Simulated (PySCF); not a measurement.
## Computed data sheet: N-methyleneaniline, `C=Nc1ccccc1`

Species: N-methyleneaniline, C7H7N.
Z-matrix (Å and degrees, GFN2-xTB geometry), rows numbered from 1:
```
C 
N   1  1.2540
C   2  1.3845  1  123.48
C   3  1.3954  2  122.18  1    47.92
C   4  1.3820  3  120.11  2   175.66
C   5  1.3847  4  120.34  3     0.74
C   6  1.3866  5  119.74  4    -0.72
C   7  1.3803  6  120.39  5    -0.33
H   1  1.0945  2  124.71  3     4.36
H   1  1.0810  2  118.26  3  -177.00
H   4  1.0811  3  119.34  2    -2.61
H   5  1.0804  4  119.56  3  -179.56
H   6  1.0800  5  120.10  4   179.66
H   7  1.0801  6  119.94  5  -179.80
H   8  1.0794  3  118.83  2     4.53
```

Some functional groups and rings: imine and benzene ring.

GFN2-xTB geometry:

| Quantity | Value |
| --- | --- |
| Point group of the GFN2-xTB geometry | C1 |
| Rotational constants A, B, C of the GFN2-xTB geometry | 5.287, 1.636, 1.277 GHz |

CAM-B3LYP/def2-SVPD ground state and vertical TDDFT (core frozen in the response) (PySCF):

| Item | Value |
| --- | --- |
| Dipole moment | 1.47 D |
| HOMO energy | -7.81 eV |
| LUMO energy | -0.05 eV |
| HOMO–LUMO gap | 7.76 eV |
| Lowest singlet excitation | 4.26 eV (291 nm, f = 0.063) |
| Strongest line among the 8 lowest singlet transitions | S7 at 6.95 eV (178 nm, f = 0.545) |
| Lowest triplet excitation (Tamm–Dancoff) | 3.37 eV |
| Static isotropic polarisability | 89.1 au |
| Electronic spatial extent ⟨r²⟩ about the centre of nuclear charge | 925 bohr² |

**PBE0/pcSseg-1 ground state and GIAO shieldings, non-relativistic (PySCF)**

| Item | Value |
| --- | --- |
| Lowest Hirshfeld atomic charge | -0.13 e on N2 |
| Highest Hirshfeld atomic charge | +0.06 e on H10 |
| 13C chemical shifts (computed TMS as zero) by class | 157.4 (C3), 153.9 (C1), 134.6 (C5/C7), 131.0 (C6), 125.1 (C4/C8) ppm |
| 1H chemical shifts (computed TMS as zero) by class | 7.72 (H9), 7.66 (H12/H14), 7.47 (H13), 7.43 (H10), 7.19 (H11/H15) ppm |
| Isotropic shieldings of nuclei other than C and H, by class | -147 (N2) ppm |
| Mayer bond orders between heavy atoms | C1–N2 1.93, N2–C3 1.05, C3–C4 1.35, C4–C5 1.44, C5–C6 1.44, C6–C7 1.42, C7–C8 1.46, C8–C3 1.38 |

Monoisotopic mass (most abundant isotopes): 105.0578 u.

The vertical singlet–triplet gap S1 − T1 is 0.89 eV (TDDFT singlet less Tamm–Dancoff triplet; S1: HOMO→LUMO, weight 0.73; T1: HOMO→LUMO, weight 0.85). In atomic units the dipole is 0.58 e·bohr (1 au = 2.5417 D). The 8 singlets span 4.26 to 7.14 eV, and their oscillator strengths add up to 1.02. S1 lies 3.50 eV below the HOMO–LUMO gap; its leading configuration is HOMO→LUMO, weight 0.73. The principal polarisabilities are 54.1, 88.8 and 124.3 au; their mean is the isotropic value.

Isolated species at its GFN2-xTB geometry (one conformer only). NMR classes are plain means over equivalent atoms (diastereotopic ones count apart unless rotation or inversion swaps them), as if these changed places fast; in this geometry the members of some classes differ.
